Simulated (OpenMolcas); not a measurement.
# Multiplet structure of Cl⁺

| Quantity | Value |
| --- | --- |
| Program | OpenMolcas |
| Method | XMS-RASPT2, IPEA 0.25 Eh, imaginary shift 0.1 Eh (closed shells correlated: 2s 2p) |
| Basis | ANO-RCC-VTZP [5s4p2d1f] |
| Scalar Hamiltonian | DKH2, point nucleus |
| Active space | 6 electrons in 9 orbitals (RAS2 3s 3p; RAS3 3d, at most 2 electrons) |
| State averaging | 2S+1 = 3 even, 3 roots; 2S+1 = 1 even, 6 roots; 2S+1 = 3 odd, 3 roots; 2S+1 = 1 odd, 3 roots |
| Spin-orbit coupling | RASSI with atomic mean-field integrals over the reference wave functions, term energies averaged over their components |

With spin-orbit coupling, above the lowest level:

```
Configuration  Term  J  E (cm-1)  Measured (cm-1)  Term weight %
      3s2 3p4    3P  2       0.0              0.0            100
      3s2 3p4    3P  1       629              696            100
      3s2 3p4    3P  0       910              996            100
      3s2 3p4    1D  2     12210            11654            100
      3s2 3p4    1S  0     28690            27878            100
       3s 3p5   3P*  2     95620            93368            100
       3s 3p5   3P*  1     96190            94000            100
       3s 3p5   3P*  0     96490            94334            100
```

Against the 7 measured excited levels shown (NIST Handbook of Basic Atomic Spectroscopic Data) the mean absolute deviation is 1200 cm-1; the largest miss in energy is 3s 3p5 3P* 2: computed 95620, measured 93368 cm-1 (+2.4 %), and the largest in proportion 3s2 3p4 3P1 (-9.6 %).

Spin-orbit coupling puts the lowest level 322 cm-1 below the lowest spin-free term.

For 3P the intervals divided by the larger J are -280.8, -314.7 cm-1. Landé's interval rule makes them equal in pure LS coupling; they differ by 11 % of their mean. The multiplet is inverted.

CASPT2 breaks the degeneracy within a term, and the mean is taken; among the terms shown or strongly mixed into the levels shown the widest spread is 230 cm-1 (3s2 3p4 1D). The run also gave levels led by 3s2 3p3 3d, which use shells meant for correlation; these and all levels above them are left out. Some terms mix strongly with configurations of 3d, whose occupation reaches 0.27 (3s 3p5 3P*). Measured partners are found by configuration, term and J. A level has none where our copy of the source lacks it or the pairing is in doubt (some pairs that miss far off the trend of their configuration count as doubtful), and it then counts in no deviation. Only configurations of the active space appear. The first state left out of the spin-orbit step lies near 140000 cm-1 above the lowest spin-free state of the reference (among the parities and spins computed), and the list stops at four fifths of that energy or lower.

The term weight is that of the spin-free term in the level, not the purity of its configuration. * marks odd parity.
